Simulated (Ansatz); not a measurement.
Reaction (atomization): `C[O][Ge]([O]C)([O]C)[Si](Cl)(Cl)Cl` → 3 C• + 3 Cl• + Ge• + 9 H• + 3 O• + Si•

Computed with Ansatz on PBE0-D4/def2-TZVP structures; ΔE is electronic, products minus reactants. CCSD(T)/CBS is the MP2 limit (def2-TZVPP, def2-QZVPP) plus CCSD(T) − MP2 in def2-TZVPP, frozen cores. This one scheme is used for every species, atoms too. Functionals use def2-TZVPP. B3LYP here is the variant with VWN-RPA as its local correlation; programs differ in this. HSE06 is defined as in plane-wave codes. Open shells (•) are unrestricted, without spin–orbit coupling. Spin–orbit coupling would lower the free atoms: a little for C, Cl, O, Si; clearly for Ge. Bonds to Ge are less sure, by a few kJ/mol each and by 10 to 20 or more in all where they break to atoms, as the def2 sets lack core-valence functions. Scalar relativity is left out up to krypton. One conformer a species, not always the lowest.

| level | ΔE (kJ/mol) | difference from CCSD(T)/CBS |
| --- | --- | --- |
| LDA (SPW92) | 8611.9 | 1143.5 |
| PBE-D4 | 7606.9 | 138.5 |
| revPBE-D4 | 7401.1 | -67.3 |
| BLYP-D4 | 7402.6 | -65.8 |
| r2SCAN-D4 | 7488.2 | 19.8 |
| B97M-V | 7486.9 | 18.5 |
| PBE0-D4 | 7453.1 | -15.3 |
| B3LYP-D4 | 7401.7 | -66.7 |
| r2SCANh-D4 | 7428.7 | -39.7 |
| HSE06-D4 | 7458.6 | -9.8 |
| BHLYP-D4 | 7173.5 | -294.9 |
| CAM-B3LYP-D4 | 7445.6 | -22.8 |
| ωB97X-V | 7483.4 | 15.0 |
| ωB97M-V | 7465.8 | -2.6 |
| B2PLYP | 7332.0 | -136.4 |
| PBE-QIDH | 7409.1 | -59.3 |
| PBE | 7535.3 | 66.9 |
| revPBE | 7221.4 | -247.0 |
| BLYP | 7254.7 | -213.7 |
| r2SCAN | 7468.1 | -0.3 |
| PBE0 | 7390.1 | -78.3 |
| r2SCANh | 7407.0 | -61.4 |
| r2SCAN0 | 7319.8 | -148.6 |
| HSE06 | 7398.9 | -69.5 |
| BHLYP | 7077.8 | -390.6 |
| CAM-B3LYP | 7379.9 | -88.5 |
| LC-ωPBE | 7393.3 | -75.1 |
| HF/def2-SVP | 5309.6 | -2158.8 |
| MP2/def2-SVP | 7122.5 | -345.9 |
| CCSD/def2-SVP | 6884.4 | -584.0 |
| CCSD(T)/def2-SVP | 6972.1 | -496.3 |
| MP2/def2-TZVPP | 7456.6 | -11.8 |
| SCS-MP2/def2-TZVPP | 7362.7 | -105.7 |
| CCSD/def2-TZVPP | 7124.9 | -343.5 |
| CCSD(T)/def2-TZVPP | 7261.3 | -207.1 |
| HF/def2-QZVPP | 5310.3 | -2158.1 |
| MP2/def2-QZVPP | 7578.3 | 109.9 |
| HF/CBS(def2) | 5311.6 | -2156.8 |
| MP2/CBS(def2) | 7663.6 | 195.2 |
| CCSD/CBS(def2) | 7332.0 | -136.4 |
| CCSD(T)/CBS | 7468.4 | 0 |

Largest T1 diagnostic among the species: 0.012.

In def2-TZVPP, CCSD(T) changes the Hartree–Fock value by +1959.2 kJ/mol (the triples alone add +136.4 kJ/mol) and MP2 by +2154.5 kJ/mol; breaking electron pairs costs correlation energy, which Hartree–Fock lacks. At CCSD(T), def2-SVP lies −496.3 kJ/mol from the extrapolated value and def2-TZVPP −207.1 kJ/mol: correlation converges slowly with the basis, and small sets miss more of it in the bonded molecule than in its fragments.

For atomizations the MP2-based limit and the directly extrapolated one differ by several kJ/mol either way, and by 10 to 25 for some Ge, Se and Sn compounds, so smaller differences from it don't rank the levels.
